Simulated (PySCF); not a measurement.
Series: cyclic III–V and III–VI dimers. All species are isolated molecules in the gas phase. Strings in code marks are SMILES. In the def2 sets, heavy atoms carry core potentials. All members: neutral, multiplicity 1. Level: CAM-B3LYP-D3(BJ)/def2-TZVP // CAM-B3LYP-D3(BJ)/def2-SVP (PySCF), beside PBE-D3(BJ)/def2-TZVP // CAM-B3LYP-D3(BJ)/def2-SVP (PySCF) at the same geometries. Delta-SCF ions had no search for a lower state.  The removal energy is E(N − 1 electrons) − E(N electrons) at the parent's geometry.

```
species                           vertical ionisation energy (Delta-SCF), PBE (eV)  vertical ionisation energy (Delta-SCF), CAM-B3LYP-D3(BJ) (eV)
--------------------------------  ------------------------------------------------  -------------------------------------------------------------
`[InH2-]1[SbH2+][InH2-][SbH2+]1`                                              8.02                                                           8.51
`[SeH+]1[InH2-][SeH+][InH2-]1`                                                8.81                                                       withheld
`[GaH2-]1[SeH+][GaH2-][SeH+]1`                                                9.06                                                           9.65
`[BH2-]1[SeH+][BH2-][SeH+]1`                                                  9.31                                                           9.74
`[AlH2-]1[SH+][AlH2-][SH+]1`                                                  9.45                                                          10.34
`[BH2-]1[OH+][BH2-][OH+]1`                                                    9.67                                                          10.52
```

**Question.** Fit y = a + b·x, y being the vertical ionisation energy (Delta-SCF) at the first level, to the 5 complete rows by least squares, with x = the PBE value in eV. Give a, b and the rms residual, and predict the withheld value.

**Answer.** Means of the 5 rows: x̄ = 9.102, ȳ = 9.752 eV. Σ(x − x̄)² = 1.6595 and Σ(x − x̄)(y − ȳ) = 1.9865, so b = 1.197 and a = ȳ − b·x̄ = -1.143 eV. The rms residual is 0.149 eV. At x = 8.81 the line gives 9.40 eV. The run for `[SeH+]1[InH2-][SeH+][InH2-]1` gave 9.33 eV, so the line is off by 0.07 eV, within twice the rms residual.

Codes: PySCF.
